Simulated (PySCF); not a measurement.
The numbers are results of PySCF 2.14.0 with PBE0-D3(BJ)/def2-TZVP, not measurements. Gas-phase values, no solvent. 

Reference species (SMILES): `C=[Si]1[SiH2][SiH2]1` (neutral, multiplicity 1).

```
Quantity         Result
-------------  --------
dipole moment    0.56 D
LUMO           -2.40 eV
```

Changed species: `C[Si]1=[SiH][SiH2]1`.

**Question.** Predict the effect on the dipole moment and LUMO.

**Answer.** the dipole moment goes up by 1.35 D, to 1.91 D; the LUMO goes up by 1.06 eV, to -1.34 eV.
